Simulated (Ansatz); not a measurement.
hexafluorodisilane (F6Si2), singlet, at a GFN2-xTB geometry. Base run: BLYP/6-31G (Ansatz, an electronic-structure program).

Ansatz was given this input:
Ansatz 0.2 input:
```yaml
crystal:
  periodic: [false, false, false]
  atoms:
    - {symbol: F, position_ang: [1.91144099, -0.24336418, -1.23186550]}
    - {symbol: Si, position_ang: [1.11552550, -0.05340670, 0.12300950]}
    - {symbol: F, position_ang: [1.76075357, 1.23559388, 0.77677538]}
    - {symbol: F, position_ang: [1.61318454, -1.24527155, 1.03791126]}
    - {symbol: Si, position_ang: [-1.11552550, 0.05340670, -0.12300950]}
    - {symbol: F, position_ang: [-1.61318454, 1.24527155, -1.03791126]}
    - {symbol: F, position_ang: [-1.76075357, -1.23559388, -0.77677538]}
    - {symbol: F, position_ang: [-1.91144099, 0.24336418, 1.23186550]}
basis:
  gaussian:
    orbitals: 6-31G
hamiltonian:
  xc: blyp
```

Each row names what was changed in the base input (with any setting that the change needs).

| change | E (Eh) | core-seconds (rough) |
|---|---|---|
| base | -1178.01577 | 3 |
| functional = pbe0; dispersion = d3bj | -1177.25923 | 3 |
| functional = wB97M-V | [?] | 20 |
| functional = pbe0; dispersion = d3bjatm | -1177.25921 | 4 |
| functional = b3lyp; dispersion = d3bjatm | -1178.10359 | 4 |
| functional = pbe | [?] | 2 |
| functional = cam_b3lyp | -1177.93872 | 6 |
| functional = r2scan | -1177.77347 | 6 |
| functional = B2PLYP | -1177.25468 | 5 |
| functional = BHLYP | [?] | 4 |
| functional = B2GP-PLYP | -1177.00446 | 5 |
| functional = hse06 | -1177.21812 | 4 |
| functional = SVWN5 | [?] | 1 |

**Question.** Complete the blanks.

**Answer.** 
- functional = wB97M-V, E (Eh): -1177.90163
- functional = pbe, E (Eh): -1177.20505
- functional = BHLYP, E (Eh): -1177.85169
- functional = SVWN5, E (Eh): -1171.98771

Total energies compare only within one method and basis.
